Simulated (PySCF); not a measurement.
[FeI4]- holds Fe(III), d5, at total charge -1. The structure is a model geometry with rigid ligands and bond lengths from ionic radii, not a minimum; coordination tetrahedral, point group Td, metal–donor distances 2.58 Å.

Method (PySCF 2.14, density fitting): CASSCF(5,5) with orbitals averaged over all microstates of the shell, strongly contracted NEVPT2 on the averaged canonical orbitals; basis x2c-TZVPall on the metal, x2c-SVPall elsewhere; spin-free X2C; IEF-PCM water; spin-orbit coupling by state interaction with the mean-field operator over all roots.

CASSCF energies above the lowest CASSCF root:

```
state  CASSCF / cm⁻¹
  6A1              0
  4T1          28030
  4T2          28805
   4E          29766
  4A1          29964
  4T2          35861
  4T1          36651
   4E          37809
  2T2          40230
  2A2          40306
  2T2          41229
  2T1          41413
   2E          41560
  2A1          42694
  2T2          45714
   2E          46539
  2T1          48580
  4T1          48716
  2T2          50270
  2T1          51650
  4A2          52896
  2A1          53369
```

How does dynamic correlation (SC-NEVPT2) move these states?


| state | NEVPT2 / cm⁻¹ | shift / cm⁻¹ |
| --- | --- | --- |
| 6A1 | 0 | 0 |
| 4T1 | 20533 | -7497 |
| 4T2 | 25167 | -3638 |
| 4E | 26989 | -2777 |
| 4A1 | 27508 | -2455 |
| 4T2 | 28913 | -6948 |
| 4T1 | 35292 | -1359 |
| 4E | 33074 | -4735 |
| 2T2 | 28624 | -11606 |
| 2A2 | 33139 | -7166 |
| 2T2 | 35941 | -5288 |
| 2T1 | 34853 | -6560 |
| 2E | 37218 | -4342 |
| 2A1 | 39954 | -2740 |
| 2T2 | 37864 | -7849 |
| 2E | 38210 | -8330 |
| 2T1 | 40719 | -7860 |
| 4T1 | 41526 | -7189 |
| 2T2 | 44085 | -6185 |
| 2T1 | 45908 | -5742 |
| 4A2 | 45704 | -7192 |
| 2A1 | 45767 | -7602 |

Charge-transfer states lie outside this active space and may come lower than some of these levels. NEVPT2 on the d shell alone tends to put d–d bands too high for such charged or covalently bound ions. Gaps between spin states lean to high spin in this active space.
